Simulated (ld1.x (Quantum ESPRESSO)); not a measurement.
# Transferability test, TM potential for Ag

silver (Ag), norm-conserving Troullier–Martins (Kleinman–Bylander form), made with ld1.x (Quantum ESPRESSO) 7.5 (PBE, fully relativistic). Core [Ar] 3d10, reference 4s2 4p6 4d10 5s0.5 5p0 (charge +0.5). Waves: 4s (bound): rc 1.30 bohr; 4p (bound): rc 1.45 bohr; 4d (bound): rc 1.20 bohr. Local part: all-electron potential smoothed inside 1.30 bohr (lloc = -1). Core correction: none.

Open shells are filled in proportion to 2j + 1 (rel_dist='average').

Occupied shells without a wave of their own: 5s. They enter only through the test configuration that unscreens the potential.

Energies are relative to the spin-unpolarised reference configuration 4s2 4p6 4d10 5s0.5 5p0; without spin polarisation the order of configurations can differ from experiment.

| valence configuration | charge | ΔE all-electron (eV) | error AE − PS (meV) |
| --- | --- | --- | --- |
| 4s2 4p6 4d10 5s1 5p0 | 0 | -3.018 | +103 |
| 4s2 4p6 4d9 5s0 5p0 | +2 | 26.857 | -213 |
| 4s1 4p6 4d10 5s1 5p0 | +1 | 99.014 | +156 |
| 4s2 4p6 4d7 5s0 5p0 | +4 | 114.757 | -374 |
| 4s2 4p6 4d10 5s0 5p1 | 0 | 0.844 | -96 |

Q: What are ΔE and the potential's error for 4s2 4p6 4d9 5s2 5p0?

A: ΔE = 1.061 eV all-electron; the error (AE − PS) is +406 meV.

Q: What are ΔE and the potential's error for 4s2 4p6 4d10 5s0 5p0?

A: ΔE = 4.742 eV all-electron; the error (AE − PS) is -138 meV.

The 5s level has no wave, so the channel is fitted at the deeper level alone: the likely source of the large errors.
